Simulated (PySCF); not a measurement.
Molecule: `[BH3-][NH2+]CC`, C₂H₁₀BN.

Numbering as in the mapped SMILES `[BH3-:1][NH2+:2][CH2:3][CH3:4]` (H(Xn): hydrogen on atom n).

Spin–spin couplings on one PBE0-D3(BJ)/def2-SVP geometry, PySCF, gas phase, non-relativistic, equivalent pairs averaged (spin–dipole term only in couplings to heteroatoms); isotopes ¹³C, ¹H, ¹¹B, ¹⁵N; basis pcJ-1.

Q: How do the couplings (Hz) change with the functional? Times are CPU seconds on shared hosts with different chips, so compare them loosely.

A: 
| functional | functions | ¹J(C3,H(C3)) | ¹J(C4,H(C4)) | ¹J(B1,H(B1)) | ¹J(N2,H(N2)) | ¹J(C3,C4) | ¹J(N2,C3) | ¹J(B1,N2) | core-s |
| --- | --- | --- | --- | --- | --- | --- | --- | --- | --- |
| HF | 208 | 177.8 | 159.4 | 120.3 | -91.0 | 65.7 | -19.4 | -8.9 | 15 |
| LDA | 208 | 111.6 | 100.7 | 81.3 | -56.9 | 21.0 | -0.6 | -0.1 | 14 |
| PBE | 208 | 134.4 | 121.0 | 101.2 | -64.7 | 30.5 | -3.3 | -2.6 | 18 |
| KT2 | 208 | 141.9 | 126.8 | 104.0 | -69.0 | 21.6 | -0.2 | 1.0 | 19 |
| B3LYP | 208 | 146.9 | 132.6 | 109.6 | -71.0 | 37.3 | -5.9 | -3.4 | 17 |
| PBE0 | 208 | 139.1 | 124.9 | 102.5 | -68.3 | 35.6 | -5.9 | -3.3 | 22 |
| B97-2 | 208 | 132.4 | 119.4 | 106.9 | -65.4 | 35.1 | -6.0 | -6.2 | 22 |
| BHandHLYP | 208 | 157.9 | 142.4 | 115.4 | -77.8 | 46.1 | -10.1 | -5.0 | 24 |
| CAM-B3LYP | 208 | 144.3 | 130.0 | 106.2 | -70.8 | 37.3 | -6.5 | -3.1 | 31 |
